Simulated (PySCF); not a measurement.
PySCF input (BP86/6-31G* (5d)):

```python
from pyscf import gto, dft

mol = gto.M(
    atom='''
    O    -0.31920100    0.08444200   -2.01001800
    Si   -0.04228400   -0.01092900   -0.36327900
    Si    1.63982300   -1.50980800    0.25237600
    Si   -1.96650600   -0.67728900    0.81466900
    Si    0.63202600    2.13064600    0.30385100
    H    -0.53042900   -0.73035600   -2.47465700
    H     2.95551300   -1.33489300   -0.41622300
    H     1.26859500   -2.94979100    0.23867000
    H    -2.42144900   -2.01281600    0.34949000
    H    -3.07614700    0.28752400    0.61615800
    H    -1.65762700   -0.76253200    2.26339600
    H    -0.34994400    3.15323300   -0.13090000
    H     1.96253600    2.46860800   -0.25730400
    H     0.71973200    2.14880300    1.78487200
    ''',
    basis='6-31g*',
    charge=0,
    spin=1,
    verbose=4,
)

mf = dft.UKS(mol, xc='bp86')
mf.grids.level = 3
mf.conv_tol = 1e-9
mf.max_cycle = 100
mf.max_memory = 1500
mf.kernel()
if not mf.converged:
    mf = mf.newton()
    mf.kernel(mf.make_rdm1())
mo, _, stable, _ = mf.stability(return_status=True)
if not stable:
    mf.kernel(mf.make_rdm1(mo, mf.mo_occ))
    stable = mf.stability(return_status=True)[2]
mf.dip_moment()
```

From the output:

```
radial grids:
    Treutler-Ahlrichs [JCP 102, 346 (1995); DOI:10.1063/1.469408] (M4) radial grids

becke partition: Becke, JCP 88, 2547 (1988); DOI:10.1063/1.454033
pruning grids: <function nwchem_prune>
grids dens level: 3
symmetrized grids: False
atomic radii adjust function: <function treutler_atomic_radii_adjust>
small_rho_cutoff = 0
Set gradient conv threshold to 3.16228e-05
tot grids = 179080
init E= -1238.55356064243
  alpha nocc = 37  HOMO = -0.18786231483302  LUMO = -0.0802929169902273
  beta  nocc = 36  HOMO = -0.284773715186211  LUMO = -0.187862314833018

WARN: HOMO -0.18786231483302 >= LUMO -0.187862314833018

cycle= 1 E= -1238.48113539691  delta_E= 0.0724  |g|= 0.568  |ddm|= 2.32
  alpha nocc = 37  HOMO = -0.0860320807531743  LUMO = -0.0266534484622074
  beta  nocc = 36  HOMO = -0.109659156448869  LUMO = -0.0803844545363299
  HOMO = -0.0860320807532  LUMO = -0.0803844545363  gap/eV = 0.15368
cycle= 2 E= -1236.86009869332  delta_E= 1.62  |g|= 1.78  |ddm|= 3.18
  alpha nocc = 37  HOMO = -0.158922285918784  LUMO = -0.0429184456180605
  beta  nocc = 36  HOMO = -0.231232980938708  LUMO = -0.120459275867394
  HOMO = -0.158922285919  LUMO = -0.120459275867  gap/eV = 1.04663
cycle= 3 E= -1238.58804911315  delta_E= -1.73  |g|= 0.148  |ddm|= 3.02
  alpha nocc = 37  HOMO = -0.200714585301275  LUMO = -0.0364609527848443
  beta  nocc = 36  HOMO = -0.228704716489158  LUMO = -0.152848458881031
  HOMO = -0.200714585301  LUMO = -0.152848458881  gap/eV = 1.30250
cycle= 4 E= -1238.60123715229  delta_E= -0.0132  |g|= 0.102  |ddm|= 0.602
  alpha nocc = 37  HOMO = -0.189841887173509  LUMO = -0.0432439760372518
  beta  nocc = 36  HOMO = -0.237567469253535  LUMO = -0.138869480995117
  HOMO = -0.189841887174  LUMO = -0.138869480995  gap/eV = 1.38703
cycle= 5 E= -1238.61082067142  delta_E= -0.00958  |g|= 0.0256  |ddm|= 0.238
  alpha nocc = 37  HOMO = -0.188450250033125  LUMO = -0.039742218198898
  beta  nocc = 36  HOMO = -0.233810070150463  LUMO = -0.13600681791441
  HOMO = -0.188450250033  LUMO = -0.136006817914  gap/eV = 1.42706
cycle= 6 E= -1238.61123360619  delta_E= -0.000413  |g|= 0.00663  |ddm|= 0.0459
  alpha nocc = 37  HOMO = -0.189467929949461  LUMO = -0.0407499901879858
  beta  nocc = 36  HOMO = -0.235254934721159  LUMO = -0.136474087858559
  HOMO = -0.189467929949  LUMO = -0.136474087859  gap/eV = 1.44204
cycle= 7 E= -1238.61126693013  delta_E= -3.33e-05  |g|= 0.00191  |ddm|= 0.016
  alpha nocc = 37  HOMO = -0.189205364554631  LUMO = -0.0405747204569979
  beta  nocc = 36  HOMO = -0.235057316110098  LUMO = -0.135953657410893
  HOMO = -0.189205364555  LUMO = -0.135953657411  gap/eV = 1.44905
cycle= 8 E= -1238.61127031751  delta_E= -3.39e-06  |g|= 0.000473  |ddm|= 0.00432
  alpha nocc = 37  HOMO = -0.189280078489294  LUMO = -0.040589980591172
  beta  nocc = 36  HOMO = -0.235080833862265  LUMO = -0.135949743286392
  HOMO = -0.189280078489  LUMO = -0.135949743286  gap/eV = 1.45119
cycle= 9 E= -1238.6112704744  delta_E= -1.57e-07  |g|= 0.000207  |ddm|= 0.0011
  alpha nocc = 37  HOMO = -0.189262641126643  LUMO = -0.0405891823734343
  beta  nocc = 36  HOMO = -0.235077006851385  LUMO = -0.135918256576379
  HOMO = -0.189262641127  LUMO = -0.135918256576  gap/eV = 1.45157
cycle= 10 E= -1238.6112705086  delta_E= -3.42e-08  |g|= 6.04e-05  |ddm|= 0.000492
  alpha nocc = 37  HOMO = -0.189276768862177  LUMO = -0.0405833066164418
  beta  nocc = 36  HOMO = -0.235069814662432  LUMO = -0.135920470670256
  HOMO = -0.189276768862  LUMO = -0.13592047067  gap/eV = 1.45190
cycle= 11 E= -1238.61127051224  delta_E= -3.64e-09  |g|= 2.22e-05  |ddm|= 0.000186
  alpha nocc = 37  HOMO = -0.189274740511544  LUMO = -0.0405838990195546
  beta  nocc = 36  HOMO = -0.235070945652347  LUMO = -0.135917167731861
  HOMO = -0.189274740512  LUMO = -0.135917167732  gap/eV = 1.45193
cycle= 12 E= -1238.61127051263  delta_E= -3.92e-10  |g|= 4.1e-06  |ddm|= 4.84e-05
  alpha nocc = 37  HOMO = -0.189274886215219  LUMO = -0.0405848113035936
  beta  nocc = 36  HOMO = -0.23507202587271  LUMO = -0.135917540857373
  HOMO = -0.189274886215  LUMO = -0.135917540857  gap/eV = 1.45193
Extra cycle  E= -1238.61127051261  delta_E= 1.96e-11  |g|= 6.84e-06  |ddm|= 2.24e-05
converged SCF energy = -1238.61127051261  <S^2> = 0.75333082  2S+1 = 2.0033281
uhf_internal: lowest eigs of H = [0.64454554 0.66975467 0.67179222]
<class 'pyscf.dft.uks.UKS'> wavefunction is stable in the internal stability analysis
Dipole moment(X, Y, Z, Debye): -0.34193, -0.95785, -0.59467
```

The geometry given is a B3LYP-D3(BJ)/def2-TZVP minimum.
